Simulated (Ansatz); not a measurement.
Input file for `O[SiH]([SiH3])CCl`:

```yaml
crystal:
  periodic: [false, false, false]
  atoms:
    - {symbol: O, position_ang: [-1.227336, 1.344335, 0.724524]}
    - {symbol: Si, position_ang: [0.062543, 0.634741, -0.014420]}
    - {symbol: Si, position_ang: [1.048806, -0.803801, 1.548988]}
    - {symbol: C, position_ang: [-0.522894, -0.320593, -1.532619]}
    - {symbol: Cl, position_ang: [-1.461331, 0.805179, -2.565735]}
    - {symbol: H, position_ang: [-1.799386, 1.865695, 0.155147]}
    - {symbol: H, position_ang: [1.039413, 1.644612, -0.511831]}
    - {symbol: H, position_ang: [0.082349, -1.850283, 1.978402]}
    - {symbol: H, position_ang: [1.514347, -0.050106, 2.742665]}
    - {symbol: H, position_ang: [2.221414, -1.473882, 0.920969]}
    - {symbol: H, position_ang: [0.304567, -0.702112, -2.132088]}
    - {symbol: H, position_ang: [-1.185292, -1.148885, -1.279804]}
basis:
  gaussian: {orbitals: def2-TZVPP}
correlation: {method: ccsd_t}
```

```sh
$ ansatz run in.yaml --threads 4 --pin off --events-out ev --progress --plain --max-ram 10444MiB
```

Log, shortened:

```
Functional definition: HF
1658 factors; integrals over basis functions are off by at most 9.9e-4 eV
mean field evaluation 1: about -31406.2803 eV, gradient 3.8e1 eV
mean field evaluation 2: about -31406.5897 eV, gradient 3.9e1 eV
mean field evaluation 4: about -31410.1357 eV, gradient 4.2e0 eV
mean field evaluation 8: about -31410.2157 eV, gradient 2.5e-1 eV
mean field -31410.21603289 eV, -1154.3041485995 hartree, gradient 7.0e-6 eV, S^2 0.000000; 0 other end points of the search recorded, 0 dependent functions left out
17 core orbitals not correlated: weight in the atoms' cores, before any rotation towards them, 1.000 or more for the frozen orbitals, at most 0.000 for the correlated occupied ones
reference -31410.21603289 eV, -1154.3041485995 hartree; 16, 16 occupied and 253, 253 virtual orbitals, 1658 factors
second order -23.20128490 eV of doubles, -0.00000000 eV of singles
cycle   1  -24.21095540 eV  change    -1.0e0 eV  update   1.1e-1
cycle   2  -24.84213004 eV  change   -6.3e-1 eV  update   3.2e-2
cycle   3  -24.95760386 eV  change   -1.2e-1 eV  update   1.5e-2
cycle   4  -24.94643645 eV  change    1.1e-2 eV  update   3.6e-3
cycle   5  -24.94548483 eV  change    9.5e-4 eV  update   1.5e-3
cycle   6  -24.94559825 eV  change   -1.1e-4 eV  update   4.2e-4
cycle   7  -24.94536462 eV  change    2.3e-4 eV  update   1.5e-4
cycle   8  -24.94535105 eV  change    1.4e-5 eV  update   4.9e-5
cycle   9  -24.94536874 eV  change   -1.8e-5 eV  update   2.0e-5
perturbative correction -0.96256339 eV, -0.0353735521 hartree
Total energy: -31436.12396501 eV, -1155.2562475441 hartree
```

Hardware: 4 threads of an Arm Neoverse V1 on a shared host. Wall time 4.3 min, peak host memory 8 GiB.

Correlation energy per correlated electron: -0.810 eV. T1 diagnostic: 0.0115.
